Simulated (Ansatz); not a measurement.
The pair A = CH4 (SMILES C) (first 5 atoms), B = SiH4 (SMILES [SiH4]); geometry from B3LYP-D3(BJ)/def2-TZVP.
(charge 0, multiplicity 1):
| atom | x (Å) | y (Å) | z (Å) |
|---|---|---|---|
| C | 0.0891 | -0.0428 | -0.0409 |
| H | -0.9528 | 0.0525 | 0.2618 |
| H | 0.5038 | -0.9627 | 0.3689 |
| H | 0.1500 | -0.0702 | -1.1280 |
| H | 0.6554 | 0.8092 | 0.3327 |
| Si | -0.0882 | 0.0429 | 3.7399 |
| H | 0.4402 | -1.2682 | 3.3022 |
| H | -1.4421 | 0.2440 | 3.1776 |
| H | 0.8090 | 1.1209 | 3.2681 |
| H | -0.1601 | 0.0752 | 5.2186 |

Cores are frozen in the correlated methods. MP2 and its Hartree–Fock in aug-cc-pV(Q+d)Z, aug-cc-pV(T+d)Z are density fitted.

Programs: Ansatz (a program for electronic structure). 

The counterpoise-corrected interaction energy is E(AB) − E(A in the pair's basis) − E(B in the pair's basis). Total energies (hartree):

| level | AB | A in the pair's basis | B in the pair's basis |
|---|---|---|---|
| HF/aug-cc-pV(T+d)Z | -331.4765747 | -40.2135970 | -291.2638943 |
| MP2/aug-cc-pV(T+d)Z | -331.8252136 | -40.4145168 | -291.4095817 |
| HF/aug-cc-pV(Q+d)Z | -331.4829337 | -40.2162127 | -291.2676328 |
| MP2/aug-cc-pV(Q+d)Z | -331.8501396 | -40.4273471 | -291.4216078 |
| MP2/aug-cc-pV(D+d)Z | -331.7413143 | -40.3680650 | -291.3723841 |
| CCSD(T)/aug-cc-pV(D+d)Z | -331.8040355 | -40.3958995 | -291.4071949 |

### Question
Work out the counterpoise-corrected interaction energy at the basis-set limit: extrapolate the MP2 correlation part as X⁻³, take Hartree–Fock from the larger set, and add the CCSD(T) − MP2 difference of aug-cc-pV(D+d)Z.

### Answer

1. Differences (1 hartree = 627.509 kcal/mol): HF/aug-cc-pV(T+d)Z 0.575; MP2/aug-cc-pV(T+d)Z -0.700; HF/aug-cc-pV(Q+d)Z 0.572; MP2/aug-cc-pV(Q+d)Z -0.743; MP2/aug-cc-pV(D+d)Z -0.543; CCSD(T)/aug-cc-pV(D+d)Z -0.591.
2. Correlation parts, MP2 less HF: -1.275 in aug-cc-pV(T+d)Z (X = 3), -1.316 in aug-cc-pV(Q+d)Z (X = 4).
3. Limit (4³·(-1.316) − 3³·(-1.275))/(4³ − 3³) = -1.345; with HF/aug-cc-pV(Q+d)Z it gives -0.773.
4. CCSD(T) less MP2 in aug-cc-pV(D+d)Z: -0.048.
Result: -0.82 kcal/mol, against -0.70 at MP2/aug-cc-pV(T+d)Z. It is an estimate of this method's limit, not of the exact value.
